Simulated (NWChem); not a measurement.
BBr₃; SMILES BrB(Br)Br

```xyz
4

B      0.0000     0.0000    -0.0028
Br    -1.8994    -0.2504    -0.0028
Br     0.7328     1.7701    -0.0028
Br     1.1666    -1.5197    -0.0028
```
Atoms are numbered in this order, from 1.

All runs: NWChem. The geometry was optimised at B3LYP/6-31G* (spherical d). Ions are spin-unrestricted doublets at the neutral geometry; other ion states weren't tried.

Q: Order these by “ΔSCF minus −ε(HOMO) (eV)”, lowest first: PBE0/def2-TZVP; PBE0/def2-SVP; PBE0/STO-3G.

A: PBE0/def2-TZVP (2.00), PBE0/def2-SVP (2.10), PBE0/STO-3G (2.58)
